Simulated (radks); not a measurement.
All-electron atom: Lu in [Xe] 4f14 5d1 6s2. Calculated with a radial shooting solver on a logarithmic mesh with Libxc functionals: scalar-relativistic Kohn-Sham, PBE, spin-polarised, spherical densities, point nucleus; open shells are filled with parallel spins first (spin-orbit coupling, left out, can overturn this in heavy ions).

Local quantities along the radius. ELF = 1/(1 + alpha^2) is the electron localisation function; alpha = (tau - tau_W)/tau_unif compares the Pauli kinetic energy density with that of the uniform gas (summed over spins); s = |grad rho|/(2 (3 pi^2)^(1/3) rho^(4/3)) is the reduced gradient; r v_xc is r times the local exchange-correlation potential of spin up (hartree bohr); 4 pi r^2 rho is in e/bohr. tau is taken from the large components.

r (bohr),ELF,alpha,s,r v_xc,4 pi r^2 rho
0.001349,0.999,0.02478,0.7585,-0.1466,10.21
0.001858,0.999,0.02736,0.6699,-0.1734,16.40
0.002559,0.999,0.03179,0.6123,-0.2093,25.63
0.003524,0.998,0.03947,0.5808,-0.2546,38.58
0.004892,0.997,0.05383,0.5731,-0.3102,55.59
0.006736,0.993,0.08148,0.5893,-0.3706,73.92
0.009277,0.980,0.1418,0.6297,-0.4313,89.50
0.01278,0.923,0.2895,0.6889,-0.4832,96.39
0.01774,0.686,0.6759,0.7257,-0.5190,92.04
0.02442,0.371,1.303,0.6076,-0.5413,85.44
0.03363,0.385,1.263,0.3485,-0.6131,93.75
0.04632,0.657,0.7233,0.2902,-0.7764,118.5
0.0643,0.728,0.6106,0.4155,-0.8911,128.2
0.08855,0.451,1.103,0.4773,-0.8963,106.5
0.1219,0.398,1.230,0.2458,-0.9720,101.7
0.1679,0.706,0.6452,0.2880,-1.202,116.9
0.2331,0.551,0.9034,0.5341,-1.167,83.69
0.321,0.278,1.613,0.2613,-1.082,56.77
0.4421,0.682,0.6836,0.2330,-1.400,68.13
0.6088,0.617,0.7884,0.4889,-1.380,48.86
0.8452,0.349,1.365,0.5658,-1.174,23.06
1.164,0.498,1.004,0.5485,-1.154,13.52
1.603,0.498,1.004,0.8593,-1.033,6.509
2.207,0.180,2.135,1.131,-0.8141,2.255
3.064,0.275,1.623,0.8877,-0.7758,1.091
4.22,0.624,0.7769,1.309,-0.7432,0.5880
5.811,0.373,1.297,2.627,-0.5359,0.1723
8.003,0.028,5.923,6.295,-0.3967,0.02335
11.11,0.000,56.55,19.76,-0.2016,0.001203

On this mesh the ELF has minima near r = 0.029, 0.10, 0.32, 0.85, 2.6 bohr, which separate the shells, and maxima near 0.054 (0.73), 0.20 (0.72), 0.52 (0.71), 1.4 (0.56), 4.2 (0.62).
